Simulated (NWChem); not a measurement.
System: Ge2H3F3; SMILES [F][Ge]([F])([F])[GeH3]

Input file for NWChem:

```
start job
memory heap 200 mb stack 900 mb global 1100 mb
geometry units angstroms noautoz
  F      1.431231    -0.664732    -1.422313
  Ge     0.000000     0.000000    -0.727216
  F     -0.139941     1.571849    -1.422313
  F     -1.291290    -0.907117    -1.422313
  Ge     0.000000     0.000000     1.686447
  H      1.198256     0.837786     2.142301
  H      0.126416    -1.456613     2.142301
  H     -1.324672     0.618827     2.142301
end
basis spherical
  F library def2-svp
  Ge library def2-svp
  H library def2-svp
end
dft
  xc b3lyp
  iterations 150
  mulliken
end
task dft energy
```

Coordinates come from a PBE0/def2-SVP optimisation.

### Question
Give the results of this calculation. (B3LYP/def2-SVP.) Quantities: energy (Ha); highest occupied level (eV); orbital gap (eV); dipole (D).

### Answer
```json
{
  "energy (Ha)": "-4454.79",
  "highest occupied level (eV)": "-9.26",
  "orbital gap (eV)": "8.26",
  "dipole (D)": "3.99"
}
```
